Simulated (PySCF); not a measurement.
Radial density of Si (silicon, neutral)

BP86, [Ne] 3s2 3p2, high-spin 3P determinant. Calculation: PySCF 2.14, in x2c-SVPall (4s3p1d, 18 functions); the spin-free X2C one-electron Hamiltonian (Gaussian nucleus).

| r (bohr) | 4πr²ρ (e/bohr) | 4πr²(ρα − ρβ) |
| --- | --- | --- |
| 0.00186 | 0.07494 | 0.0000 |
| 0.00313 | 0.2087 | 0.0000 |
| 0.00526 | 0.5662 | 0.0000 |
| 0.00885 | 1.446 | 0.0000 |
| 0.0149 | 3.356 | 0.0001 |
| 0.0250 | 7.077 | 0.0003 |
| 0.0421 | 12.31 | 0.0015 |
| 0.0709 | 15.90 | 0.0075 |
| 0.119 | 13.03 | 0.0301 |
| 0.200 | 9.596 | 0.0864 |
| 0.337 | 13.57 | 0.1250 |
| 0.567 | 11.55 | 0.0348 |
| 0.954 | 3.135 | 0.0783 |
| 1.60 | 1.773 | 0.6530 |
| 2.70 | 1.318 | 0.6881 |
| 4.54 | 0.2230 | 0.1757 |
| 7.64 | 0.0009127 | 0.0007 |

Densities and radii are taken from the X2C orbitals without a picture-change correction, which distorts them close to the nucleus.
